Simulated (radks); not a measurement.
All-electron atom: P4+ in [Ne] 3s1 (the NIST ground configuration).

Calculated with a radial shooting solver on a logarithmic mesh with Libxc functionals: non-relativistic Kohn-Sham, LDA (Slater exchange, VWN5 correlation), spin-unpolarised, spherical densities, point nucleus.

Energy parts (eV):
total: -9139.357
kinetic: 9121.230
electron-nucleus: -21167.443
Hartree: 3461.821
exchange-correlation: -554.966

Orbitals (lengths in bohr, moments of r in powers of bohr):
| orbital | occ. | eigenvalue (eV) | <r> |
|---|---|---|---|
| 1s | 2 | -2128.294 | 0.1043 |
| 2s | 2 | -228.2825 | 0.5210 |
| 2p | 6 | -180.7994 | 0.4822 |
| 3s | 1 | -58.5325 | 1.599 |
| 3p | 0 | -47.9143 | 1.719 |
| 3d | 0 | -33.5070 | 1.922 |
| 4s | 0 | -25.2170 | 3.359 |
| 4f | 0 | -15.4674 | 3.799 |

The highest occupied level is 3s at -58.533 eV. The electron density at the nucleus is 2172 e/bohr^3. For comparison, the ionisation energy in NIST's Atomic Spectra Database is 65.025 eV (measured). In exact Kohn-Sham theory the highest level is minus the ionisation energy, but local and semilocal functionals leave it too shallow, through self-interaction and a potential that decays too fast; potentials with the right tail come closer. Virial ratio -V/T = 2.00199.

Beside tabulated values, note that spin-unpolarised runs miss the spin-polarisation part of the exchange energy of open shells.
